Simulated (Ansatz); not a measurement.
A nudged elastic band was laid between two geometries of CH$_{6}$S$_{2}$Si (10 atoms, charge 0, multiplicity 1).

All numbers below come from RHF/6-31G* in Ansatz.

```json
{"movable images": "7", "climbing image": "yes", "spring": "5.0 eV/Å²", "optimiser": "quadratic models (default)", "start path": "IDPP", "force threshold": "0.05 eV/Å", "iteration limit": "60", "end points": "relaxed"}
```

Image 0:

```xyz
10
Properties=species:S:1:pos:R:3
Si -1.239 1.144 -0.435
S -0.015 0.542 1.230
C 0.645 -1.075 0.700
S 1.674 -1.104 -0.796
H -2.036 -0.006 -0.895
H -2.110 2.200 0.106
H -0.454 1.680 -1.556
H 1.205 -1.450 1.543
H -0.166 -1.763 0.509
H 2.580 -0.218 -0.403
```

Image 8:

```xyz
10
Properties=species:S:1:pos:R:3
Si -1.672 0.871 0.021
S 0.447 1.016 0.324
C 0.994 -0.617 -0.297
S 2.760 -0.905 -0.022
H -2.227 -0.271 0.771
H -2.237 2.135 0.513
H -1.988 0.686 -1.408
H 0.419 -1.405 0.165
H 0.855 -0.671 -1.367
H 2.733 -0.889 1.304
```

(1) What changes between the two ends?

(2) What energy profile does the band end with?

(3) What is the geometry of the highest image?

(4) What are the harmonic wavenumbers there?

The band took 5 iterations and about 80 core-seconds.

## Answers

(1) No bond is made or broken. The dihedral Si1–S2–C3–H9 goes from -60 to 69°.

(2) The forces met the threshold. The highest image is number 4 of 0 to 8, 0.108 eV above the first end and 0.069 eV above the last; the last end lies 0.039 eV above the first. A vibrational analysis at the climbing image gives one clearly imaginary mode, 67i cm⁻¹: a first-order saddle point.

| image | path coordinate (Å) | energy (eV) | dihedral Si1–S2–C3–H9 (°) |
| --- | --- | --- | --- |
| 0 | 0.00 | 0.000 | -60 |
| 1 | 0.67 | 0.012 | -46 |
| 2 | 1.35 | 0.044 | -31 |
| 3 | 2.02 | 0.085 | -13 |
| 4 | 2.70 | 0.108 | 7 |
| 5 | 3.28 | 0.099 | 24 |
| 6 | 3.86 | 0.073 | 40 |
| 7 | 4.44 | 0.048 | 55 |
| 8 | 5.02 | 0.039 | 69 |

(3) 
```xyz
10
Properties=species:S:1:pos:R:3
Si -1.603 0.997 -0.237
S 0.244 0.740 0.822
C 0.842 -0.879 0.206
S 2.532 -0.853 -0.454
H -2.481 -0.169 -0.034
H -2.213 2.211 0.325
H -1.373 1.157 -1.683
H 0.777 -1.589 1.015
H 0.222 -1.240 -0.602
H 3.138 -0.426 0.645
```

(4) 67i, 96, 162, 231, 291, 546, 667, 683, 739, 820, 833, 1015, 1021, 1062, 1084, 1321, 1407, 1605, 2388, 2395, 2420, 2916, 3279, 3344 cm⁻¹.

Time of the run: 78 s on 1 CPU thread of a shared host.
